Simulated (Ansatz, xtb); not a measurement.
Relaxing a trial structure of H7N2Si2+

The starting geometry of this gas-phase singlet was built from a drawn formula by distance geometry and a force field; its bonds are those of `[NH3+]N1[SiH2][SiH2]1`.

```yaml
atoms:
  - { symbol: N, position_ang: [1.8269, -2.3104, 0.3575] }
  - { symbol: N, position_ang: [0.9584, -1.1831, 0.2168] }
  - { symbol: Si, position_ang: [0.6834, -0.2367, 1.5862] }
  - { symbol: Si, position_ang: [-0.7006, -1.4571, 0.1756] }
  - { symbol: H, position_ang: [2.8138, -2.0487, 0.5082] }
  - { symbol: H, position_ang: [1.6164, -2.9907, 1.1564] }
  - { symbol: H, position_ang: [1.8545, -2.8878, -0.5043] }
  - { symbol: H, position_ang: [1.2431, 1.0775, 1.1892] }
  - { symbol: H, position_ang: [1.4408, -0.9880, 2.6501] }
  - { symbol: H, position_ang: [-0.7916, -2.9259, 0.3902] }
  - { symbol: H, position_ang: [-1.0712, -1.0248, -1.1249] }
```

Task: Predict what becomes of its bonds when it is optimised with r2SCAN-D4/def2-SVP.

Result: It keeps its bonds, and is `[NH3+]N1[SiH2][SiH2]1`.

The energy falls by 1.40 eV over 10 steps:

```
step  E − E(last) (eV)
   1             1.402
   2             0.539
   3             0.214
   4             0.127
   5             0.048
   6             0.011
   7             0.006
   8             0.000
   9             0.000
  10             0.000
```

Final geometry (Å):

```xyz
11

N     2.1334   -2.4761    0.1982
N     1.0426   -1.6125    0.5177
Si    0.6601   -0.2401    1.5873
Si   -0.7037   -1.4511    0.2047
H     3.0329   -1.9709    0.2396
H     2.2043   -3.2873    0.8379
H     2.0462   -2.8466   -0.7616
H     1.2982    1.0428    1.1939
H     0.7469   -0.5320    3.0425
H    -1.5422   -2.5645    0.7219
H    -1.0446   -1.0374   -1.1812
```

From the same start GFN2-xTB ends elsewhere, at `[NH3+][SiH2]N=[SiH2]`.

The end wasn't checked by frequencies. Run with Ansatz 0.2.0, 22 s on 2 threads of Intel(R) Xeon(R) Platinum 8259CL CPU @ 2.50GHz (Skylake/Cascade Lake), on a shared host.
